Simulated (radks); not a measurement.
The numbers below are computed, except where a source is named.
Task: All-electron atom: Sr2+ in [Kr]. Code: a radial shooting solver on a logarithmic mesh with Libxc functionals. Model: Dirac Kohn-Sham, PBE, spin-unpolarised, spherical densities, finite nucleus; Fermi nuclear charge, rms radius 4.224 fm. Some entries of the table are withheld. Estimate them.

orbital,occ.,eigenvalue (eV),<r> (bohr),r(max) (bohr)
1s1/2,2,-15944.74,(1),0.02553
2s1/2,2,-2170.859,0.1722,0.1452
2p1/2,2,-1976.856,(2),0.1137
2p3/2,4,-1908.447,(3),0.1171
3s1/2,2,-347.6641,0.4918,0.4360
3p1/2,2,-277.2096,0.4913,0.4249
3p3/2,4,-266.7209,0.5017,0.4338
3d3/2,4,-143.0903,0.4960,0.3751
3d5/2,6,-141.2596,0.4997,0.3778
4s1/2,2,-54.7052,1.352,1.191
4p1/2,2,-37.3110,1.527,(4)
4p3/2,4,-36.1285,1.559,(5)

Result: 
(1) 1s1/2 <r> (bohr): 0.03916
(2) 2p1/2 <r> (bohr): 0.1475
(3) 2p3/2 <r> (bohr): 0.1517
(4) 4p1/2 r(max) (bohr): 1.307
(5) 4p3/2 r(max) (bohr): 1.333
